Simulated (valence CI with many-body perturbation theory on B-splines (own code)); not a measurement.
# Rb³²⁺: electric-dipole lines

Computed by valence CI with perturbative core correlation (CI+MBPT): three valence electrons over a frozen Dirac-Fock core [He], radial functions for each j: 11 s, 11 p, 10 d, 8 f, 5 g, 2 h, with the one-electron correlation potential Σ1, the two-electron term Σ2, the three-electron term Σ3, Breit, model QED; selected CI, second order for the rest, scaled by the run's own slope (own B-spline code, finite nucleus).

No measured spectrum was set against this ion. As an estimate, large intervals hold to a few tenths of a per cent, small ones and those within an open d or f shell to about a per cent.

Lines 101 to 150 of 593 in falling wavelength, among levels below 3257.8 eV, chosen from the strongest by gf and those to the six lowest levels. Wavelengths and rates use the calculated energies. Electric multipoles are in the length gauge, E1 and E2 with the static RPA response of the core. Weak lines are less certain than strong ones. Lines between different terms over intervals too small for the method are left out, as are lines whose strength nearly cancels. Where a level lies close to another of its J and parity, the split of strength between their lines is uncertain. The highest levels of a list are the least certain.

Levels are named by their leading jj configuration (3d3/2^4 stands for four electrons in 3d with j = 3/2), which in mixed levels can hold well under half, so a name can repeat and another be missing. Letters in brackets count levels of one name in rising energy.

```
λ vac (nm)                          Upper                       Lower   A (s⁻¹)  S (a.u.)
     22.98         (2s 2p1/2 3p3/2) J=5/2         (2s 2p1/2 3s) J=3/2  7.35e+09  2.64e-01
     22.70     (2s 2p3/2 3p3/2) J=3/2 [b]         (2s 2p3/2 3s) J=1/2  3.67e+09  8.47e-02
     22.21     (2s 2p1/2 3p3/2) J=3/2 [a]     (2s 2p1/2 3s) J=1/2 [a]  6.77e+09  1.46e-01
     21.46  (2p1/2 2p3/2 3p3/2) J=5/2 [b]      (2p1/2 2p3/2 3s) J=5/2  3.37e+09  9.86e-02
     20.22  (2p1/2 2p3/2 3p3/2) J=1/2 [b]  (2p1/2 2p3/2 3s) J=3/2 [b]  9.37e+09  7.64e-02
     19.37     (2s 2p3/2 3p3/2) J=5/2 [a]         (2s 2p3/2 3s) J=5/2  4.33e+09  9.33e-02
     19.03      (2p3/2^2 3p3/2) J=3/2 [a]          (2p3/2^2 3s) J=3/2  1.05e+10  1.43e-01
     14.50         (2s 2p1/2 2p3/2) J=5/2          (2s^2 2p3/2) J=3/2  1.08e+09  9.75e-03
     11.66          (2p1/2^2 2p3/2) J=3/2  (2s 2p1/2 2p3/2) J=3/2 [b]  3.03e+09  9.49e-03
     11.33          (2p1/2^2 4f7/2) J=7/2      (2s 2p1/2 4f7/2) J=9/2  9.13e+09  5.24e-02
     10.70          (2p1/2^2 3d5/2) J=5/2      (2s 2p1/2 3d5/2) J=7/2  1.24e+10  4.51e-02
     10.23      (2p1/2 2p3/2 3d5/2) J=9/2      (2s 2p3/2 3d5/2) J=9/2  7.97e+09  4.21e-02
     9.075          (2p3/2^2 3d5/2) J=9/2  (2s 2p3/2 3d5/2) J=7/2 [b]  1.54e+10  5.69e-02
     9.067          (2p1/2 2p3/2^2) J=5/2          (2s 2p3/2^2) J=5/2  1.79e+10  3.95e-02
     8.903          (2p3/2^2 3p3/2) J=7/2  (2s 2p3/2 3p3/2) J=5/2 [b]  2.25e+10  6.26e-02
     8.880             (2p3/2^2 3s) J=5/2     (2s 2p3/2 3s) J=3/2 [b]  2.34e+10  4.84e-02
     8.784          (2p1/2^2 2p3/2) J=3/2      (2s 2p1/2 2p3/2) J=5/2  2.71e+10  3.62e-02
     8.602          (2p3/2^2 3d3/2) J=7/2  (2s 2p3/2 3d3/2) J=5/2 [b]  1.54e+10  3.86e-02
     8.564          (2p3/2^2 3p1/2) J=5/2  (2s 2p3/2 3p1/2) J=3/2 [b]  2.17e+10  4.03e-02
     7.949             (2s 2p3/2^2) J=5/2          (2s^2 2p3/2) J=3/2  1.56e+10  2.32e-02
     7.768          (2p1/2 2p3/2^2) J=3/2  (2s 2p1/2 2p3/2) J=3/2 [b]  1.11e+10  1.02e-02
     7.767          (2p1/2^2 2p3/2) J=3/2  (2s 2p1/2 2p3/2) J=3/2 [a]  1.44e+10  1.33e-02
     7.356                (2p3/2^3) J=3/2          (2s 2p3/2^2) J=3/2  8.60e+10  6.76e-02
     7.193      (2p3/2^2 3d5/2) J=5/2 [b]  (2s 2p3/2 3d5/2) J=5/2 [b]  3.59e+10  3.95e-02
     7.192          (2p1/2 2p3/2^2) J=5/2  (2s 2p1/2 2p3/2) J=3/2 [b]  2.57e+10  2.83e-02
     7.150      (2p1/2 2p3/2 3d5/2) J=9/2      (2s 2p1/2 3d5/2) J=7/2  1.86e+10  3.36e-02
     7.147  (2p1/2 2p3/2 3p3/2) J=5/2 [a]  (2s 2p1/2 3p3/2) J=3/2 [a]  2.82e+10  3.05e-02
     7.122          (2p3/2^2 3p3/2) J=5/2  (2s 2p3/2 3p3/2) J=5/2 [a]  2.80e+10  3.00e-02
     7.089      (2p1/2 2p3/2 3p3/2) J=7/2      (2s 2p1/2 3p3/2) J=5/2  2.66e+10  3.74e-02
     6.939     (2s 2p3/2 3d5/2) J=7/2 [b]          (2s^2 3d5/2) J=5/2  4.50e+10  5.93e-02
     6.933          (2p3/2^2 3p1/2) J=1/2  (2s 2p3/2 3p1/2) J=3/2 [b]  7.87e+10  2.59e-02
     6.928      (2p3/2^2 3d5/2) J=5/2 [b]  (2s 2p3/2 3d5/2) J=7/2 [b]  5.23e+10  5.15e-02
     6.925             (2p3/2^2 3s) J=1/2     (2s 2p3/2 3s) J=3/2 [b]  8.35e+10  2.74e-02
     6.888      (2p3/2^2 3d3/2) J=3/2 [b]  (2s 2p3/2 3d3/2) J=5/2 [b]  5.92e+10  3.82e-02
     6.882     (2s 2p3/2 4f5/2) J=5/2 [b]          (2s^2 4f5/2) J=5/2  4.11e+10  3.96e-02
     6.882      (2p3/2^2 3p3/2) J=3/2 [b]  (2s 2p3/2 3p3/2) J=5/2 [b]  5.45e+10  3.51e-02
     6.880     (2s 2p3/2 4f7/2) J=7/2 [b]          (2s^2 4f7/2) J=7/2  3.57e+10  4.59e-02
     6.870      (2p1/2 2p3/2 3p1/2) J=5/2      (2s 2p1/2 3p1/2) J=3/2  2.69e+10  2.58e-02
     6.863     (2s 2p3/2 4f5/2) J=7/2 [b]          (2s^2 4f7/2) J=7/2  2.54e+10  3.24e-02
     6.860     (2s 2p3/2 4d5/2) J=7/2 [b]          (2s^2 4d5/2) J=5/2  5.13e+10  6.53e-02
     6.845     (2s 2p3/2 4p3/2) J=5/2 [b]          (2s^2 4p3/2) J=3/2  6.17e+10  5.86e-02
     6.837     (2s 2p3/2 4f7/2) J=7/2 [b]          (2s^2 4f5/2) J=5/2  2.32e+10  2.92e-02
     6.834     (2s 2p3/2 3p3/2) J=5/2 [b]          (2s^2 3p3/2) J=3/2  5.43e+10  5.14e-02
     6.829     (2s 2p3/2 4f7/2) J=9/2 [b]          (2s^2 4f7/2) J=7/2  5.12e+10  8.05e-02
     6.820     (2s 2p3/2 4f5/2) J=7/2 [b]          (2s^2 4f5/2) J=5/2  2.92e+10  3.65e-02
     6.818     (2s 2p3/2 4d3/2) J=3/2 [b]          (2s^2 4d3/2) J=3/2  6.48e+10  4.06e-02
     6.808     (2s 2p3/2 4d3/2) J=5/2 [b]          (2s^2 4d3/2) J=3/2  5.10e+10  4.76e-02
     6.800     (2s 2p3/2 4d5/2) J=5/2 [b]          (2s^2 4d5/2) J=5/2  6.55e+10  6.10e-02
     6.797         (2p1/2 2p3/2 3s) J=5/2         (2s 2p1/2 3s) J=3/2  2.86e+10  2.66e-02
     6.790     (2s 2p3/2 4p1/2) J=3/2 [b]          (2s^2 4p1/2) J=1/2  6.30e+10  3.89e-02
```
